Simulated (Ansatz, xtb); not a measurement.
## C4H5FO2: which of two isomers lies lower

Structure a: `O=C[C@@]1(F)CCO1`, a singlet. Structure b: `O=C[C@@H]1C[C@@H](F)O1`, a singlet. Both are isolated molecules in the gas phase, relaxed with B3LYP-D3(BJ)/def2-SVP; the shapes shown needn't be the lowest conformers.

a (Å):

```xyz
12

C    -0.2643   -1.4959    1.6338
C    -0.3103   -0.0088    1.2946
C    -0.4598    0.4061   -0.1668
C    -1.8262    0.9476    0.2911
F     0.7076    0.5970    1.9859
O    -0.3389   -2.3677    0.8093
O    -1.5629    0.5234    1.6546
H    -0.1923   -1.6994    2.7325
H    -0.4784   -0.4379   -0.8672
H     0.2757    1.1595   -0.4748
H    -2.7063    0.4335   -0.1250
H    -1.9705    2.0380    0.2313
```

b (Å):

| atom | x (Å) | y (Å) | z (Å) |
| --- | --- | --- | --- |
| C | -0.5228 | 0.1820 | -1.7210 |
| C | -0.5654 | -0.0659 | -0.2270 |
| C | -0.0221 | -1.4120 | 0.2714 |
| C | -1.4723 | -1.6564 | 0.7053 |
| F | -1.6316 | -1.7218 | 2.0599 |
| O | 0.3419 | -0.2363 | -2.4460 |
| O | -1.9034 | -0.4108 | 0.1981 |
| H | -1.3808 | 0.7954 | -2.1013 |
| H | -0.1891 | 0.8382 | 0.2905 |
| H | 0.6754 | -1.3645 | 1.1166 |
| H | 0.3720 | -2.0616 | -0.5209 |
| H | -2.0305 | -2.5034 | 0.2695 |

Quicker runs give these differences E(b) − E(a): GFN2-xTB −2.17 kcal/mol; HF/STO-3G +1.84 kcal/mol (at GFN2-xTB geometries); r2SCAN-D4/def2-SVP +0.56 kcal/mol (at GFN2-xTB geometries).

**Question.** Estimate E(b) − E(a) at the level CCSD(T)/def2-SVP + ΔMP2/def2-TZVPP.

**Answer.** CCSD(T)/def2-SVP + ΔMP2/def2-TZVPP gives E(b) − E(a) = −0.19 kcal/mol, slightly favouring structure b, which is too small a margin to settle the true order.

The same difference at several levels:

```csv
level,geometry,E(b) − E(a) (kcal/mol),departure from the last row (kcal/mol),"job, with rough time for the two"
GFN2-xTB,GFN2-xTB,−2.17,−1.98,"optimisation, 0.51 s"
HF/STO-3G,GFN2-xTB,+1.84,+2.03,"single point, 1.3 s"
r2SCAN-D4/def2-SVP,GFN2-xTB,+0.56,+0.75,"single point, 8.1 s"
B3LYP-D3(BJ)/def2-SVP,B3LYP-D3(BJ)/def2-SVP,+0.40,+0.58,"optimisation, 5.3 min"
HF/def2-SVP,B3LYP-D3(BJ)/def2-SVP,−0.75,−0.56,part of the CCSD(T) run
MP2/def2-SVP,B3LYP-D3(BJ)/def2-SVP,+0.32,+0.51,part of the CCSD(T) run
CCSD(T)/def2-SVP,B3LYP-D3(BJ)/def2-SVP,+0.39,+0.58,single point
CCSD(T)/def2-SVP + ΔMP2/def2-TZVPP,B3LYP-D3(BJ)/def2-SVP,−0.19,,"single point, 2.5 min"
```

As drawn, both hold the same kinds of bond in the same numbers.

The largest departure from CCSD(T)/def2-SVP + ΔMP2/def2-TZVPP is that of HF/STO-3G, 2.03 kcal/mol. The last row adds to CCSD(T) the change of the MP2 difference between the two basis sets, here −0.58 kcal/mol.

With thermal terms from frequencies at re-optimised GFN2-xTB minima (ideal gas, soft modes damped towards free rotors, one conformer each, 298.15 K, 1 atm): on the last row, ΔE + ΔZPE = −0.22, ΔH = −0.22, ΔG = −0.39 kcal/mol.

The correlated steps freeze 7 core orbitals. Programs: Ansatz 0.2.0, xtb 6.7.1; the last row on 2 threads of Intel(R) Xeon(R) Processor @ 2.50GHz (Skylake/Cascade Lake) on a shared host.
